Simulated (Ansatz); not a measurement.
`F[CH](F)[InH2]` and `F[CH](F)[SnH2][SH]` differ in one atom or group.

Ansatz, PBE0-D4/def2-TZVP geometries, multiplicity 1. Each molecule was computed in one conformer, which needn't be the lowest.

Elements past krypton have def2 core potentials.

```json
{"property": "HOMO energy (ωB97M-V/def2-TZVPP) / eV", "`F[CH](F)[InH2]`": "-9.65"}
{"property": "size of the dipole moment (B3LYP/def2-TZVPP) / D", "`F[CH](F)[InH2]`": "1.96"}
{"property": "LUMO energy (PBE/def2-TZVPP) / eV", "`F[CH](F)[InH2]`": "-2.82"}
{"property": "HOMO–LUMO gap (PBE/def2-TZVPP) / eV", "`F[CH](F)[InH2]`": "3.27"}
{"property": "size of the dipole moment (ωB97M-V/def2-TZVPP) / D", "`F[CH](F)[InH2]`": "2.02"}
{"property": "LUMO energy (B3LYP/def2-TZVPP) / eV", "`F[CH](F)[InH2]`": "-2.40"}
```

(1) What does the change do to each property? (Best estimate.)

Answers

(1) The calculation gave: 
```csv
property,`F[CH](F)[SnH2][SH]`,shift
HOMO energy (ωB97M-V/def2-TZVPP) / eV,-9.57,0.08
size of the dipole moment (B3LYP/def2-TZVPP) / D,2.40,0.44
LUMO energy (PBE/def2-TZVPP) / eV,-1.55,1.27
HOMO–LUMO gap (PBE/def2-TZVPP) / eV,4.58,1.31
size of the dipole moment (ωB97M-V/def2-TZVPP) / D,2.45,0.43
LUMO energy (B3LYP/def2-TZVPP) / eV,-1.00,1.40
```

With PBE0 the HOMO rises by 0.05 eV and the LUMO rises by 1.36 eV, so the gap widens by about 1.31 eV. PBE moves the HOMO by -0.04 eV and ωB97M-V by 0.08 eV. Dipoles are sizes alone; their direction can turn.

B3LYP here is the variant with VWN-RPA as its local correlation; programs differ in this.
